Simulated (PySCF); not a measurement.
This PySCF input asks for the NMR shieldings of `CS[Si](C)(C)CCF`, C5H13FSSi; the geometry comes from GFN2-xTB.

```python
import basis_set_exchange as bse
import numpy as np
from pyscf import gto, dft
from pyscf.prop import nmr

atoms = """
C     2.731939    1.157107   -0.451765
S     1.957266    0.867139    1.170560
Si    0.165306   -0.217964    0.576433
C     0.633339   -1.750939   -0.450545
C    -0.706734   -0.657246    2.203987
C    -0.919355    0.968082   -0.478721
C    -2.371290    0.530374   -0.515464
F    -2.475470   -0.770954   -0.955399
H     2.041182    1.684856   -1.100963
H     3.611300    1.766637   -0.273570
H     3.023163    0.208348   -0.890078
H     1.103890   -1.476224   -1.391147
H     1.323169   -2.391999    0.091354
H    -0.251751   -2.332358   -0.688299
H    -0.051639   -1.228727    2.853696
H    -1.008114    0.233488    2.747566
H    -1.591498   -1.255720    2.013416
H    -0.544792    1.012216   -1.502552
H    -0.889244    1.981607   -0.079383
H    -2.968694    1.135551   -1.206061
H    -2.820891    0.553668    0.481166
"""
names = dict.fromkeys(["C", "S", "Si", "F", "H"], "pcSseg-1")
basis = {el: gto.basis.parse(bse.get_basis(n, elements=[el], fmt="nwchem")) for el, n in names.items()}
mol = gto.M(atom=atoms, basis=basis, charge=0, verbose=0)
mf = dft.RKS(mol, xc="PBE0")
mf.grids.level = 2
mf.grids.alignment = dft.numint.BLKSIZE   # the property module wants whole blocks of grid points
mf.conv_tol = 1e-9
mf.kernel()

calc = nmr.RKS(mf)   # GIAO
C = mf.mo_coeff
Co = C[:, mf.mo_occ > 0]
resp = mf.gen_response(singlet=True, hermi=2)
def vind(x):   # induced exchange potential for any number of trial vectors
    d = np.einsum("pi,xij,qj->xpq", C, 2 * x.reshape(-1, C.shape[1], Co.shape[1]), Co, optimize=True)
    return np.einsum("xpq,pi,qj->xij", resp(d - d.transpose(0, 2, 1)), C, Co, optimize=True).ravel()
mo1, _ = nmr.rhf.solve_mo1(calc, with_cphf=vind)
sigma = calc.kernel(mo1)
for i, s in enumerate(sigma):   # ppm
    w = np.linalg.eigvalsh((s + s.T) / 2)
    print("%2d %-2s iso %8.1f  s11 %8.1f  s22 %8.1f  s33 %8.1f" % (i, mol.atom_pure_symbol(i), w.mean(), *w))
```

Question: What are the results?

Answer: 
```
 0 C  iso    174.8  s11    166.3  s22    167.9  s33    190.2
 1 S  iso    663.8  s11    597.6  s22    615.3  s33    778.5
 2 Si iso    326.0  s11    304.5  s22    330.2  s33    343.2
 3 C  iso    185.1  s11    170.6  s22    186.4  s33    198.3
 4 C  iso    190.2  s11    185.0  s22    190.3  s33    195.2
 5 C  iso    162.7  s11    137.6  s22    171.7  s33    178.8
 6 C  iso    102.8  s11     61.7  s22     85.2  s33    161.4
 7 F  iso    412.1  s11    372.8  s22    399.6  s33    463.9
 8 H  iso     29.8  s11     23.4  s22     29.4  s33     36.6
 9 H  iso     29.7  s11     23.7  s22     26.6  s33     38.8
10 H  iso     29.6  s11     23.6  s22     28.6  s33     36.7
11 H  iso     31.1  s11     26.9  s22     29.6  s33     36.8
12 H  iso     31.6  s11     27.3  s22     28.5  s33     39.0
13 H  iso     31.2  s11     26.2  s22     29.7  s33     37.9
14 H  iso     31.3  s11     26.6  s22     29.0  s33     38.5
15 H  iso     31.5  s11     27.2  s22     28.7  s33     38.5
16 H  iso     31.3  s11     26.3  s22     29.3  s33     38.4
17 H  iso     30.0  s11     25.9  s22     30.1  s33     34.0
18 H  iso     31.1  s11     26.5  s22     30.1  s33     36.7
19 H  iso     26.6  s11     21.5  s22     26.5  s33     31.8
20 H  iso     27.0  s11     23.7  s22     26.7  s33     30.5
```

These numbers come from an equivalent density-fitted implementation of the same equations, which agrees with the script to about 0.01 ppm for H and up to a few tenths of a ppm for heavy atoms, so last digits may differ.

Question: Turn these shieldings into chemical shifts. Scale: 13C (σref 186.93), 29Si (σref 349.16), 1H (σref 31.72) against TMS; 33S (σref 503.73) vs CS2; CFCl3 for 19F (σref 170.95) (reference shieldings calculated alike).

Answer: Averaging equivalent atoms: C 6: 84.2; C 5: 24.3; C 0: 12.1; C 3/4: -0.7; S 1: -160; Si 2: 23.2; F 7: -241.2; H 19/20: 4.92; H 8/9/10: 2.00; H 17/18: 1.16; H 11/12/13/14/15/16: 0.37 ppm. Unscaled 19F shifts against computed CFCl3 carry errors that often reach 10 to 50 ppm.

Size and cost of the density-fitted run: 215 basis functions, 76 s wall time on 1 thread of an Arm Neoverse N1, shared host; peak memory 1 GiB.
